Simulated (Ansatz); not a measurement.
A made-up structure of GeNH$_{4}$ (charge -1), singlet:

```
atom    x (Å)    y (Å)    z (Å)
  N1   0.4357  -1.3455   0.4946
 Ge2  -0.1904   0.1777  -0.1819
  H3   1.1942  -1.1178   1.1414
  H4  -1.3595  -0.1235  -1.1831
  H5   0.7614   1.1285  -1.0485
  H6   0.1328  -2.3153   0.4046
```

It is relaxed with PBE-D4/def2-SVPD and then PBE0-D4/def2-TZVPD (Ansatz 0.2.0). Atoms count as bonded within 1.22 times the sum of their covalent radii (H–H: 0.88 Å). The end point is not checked to be a true minimum.

**Question.** Does its bonding change? (A judgement: the text doesn't fix the answer.)

**Answer.** Computed: No: no bond forms or breaks.

Where it ends: The first stage lowers the energy by 1.32 eV in 16 steps. It ends as GeNH₄ ([NH2][GeH2]), total charge -1:
```xyz
6
angstrom
N 0.8174 -1.1692 0.5076
Ge -0.1181 0.4850 -0.0041
H 0.4601 -1.4569 1.4132
H -1.4241 -0.1715 -0.7415
H 0.6457 0.6453 -1.4204
H 0.5932 -1.9289 -0.1275
```

Labels in which every atom is bracketed show which atoms are joined, not bond orders.

For scale, one of the runs: PBE0-D4/def2-TZVPD relaxation, 127 basis functions, launched by `ansatz run in.yaml --threads 2 --pin off --events-out ev --progress --plain --max-ram 4352MiB`. Hardware: 2 CPU threads of an Intel Xeon Platinum 8488C, shared host. Wall time about 9 s.
